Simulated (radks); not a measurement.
The numbers below are computed, except where a source is named.
Level of theory: scalar-relativistic Kohn-Sham, LDA (Slater exchange, Perdew-Wang correlation), spin-unpolarised, spherical densities, finite nucleus; Fermi nuclear charge, rms radius of each element as measured or else 0.836 A^(1/3) + 0.57 fm (a radial shooting solver on a logarithmic mesh with Libxc functionals). Response by self-consistent Sternheimer equations with the Hartree and adiabatic LDA kernel, the relativistic mass of each level held fixed and spin-orbit coupling left out. Rank Te6+, Pd, Xe8+, Cd2+, Sn4+, Sb5+, In3+, I7+, Ag+ (NIST ground configurations) by static dipole polarisability, largest first.

Answer. Pd 30.07, Ag+ 10.74, Cd2+ 5.674, In3+ 3.540, Sn4+ 2.429, Sb5+ 1.773, Te6+ 1.351, I7+ 1.063, Xe8+ 0.8567 bohr^3.
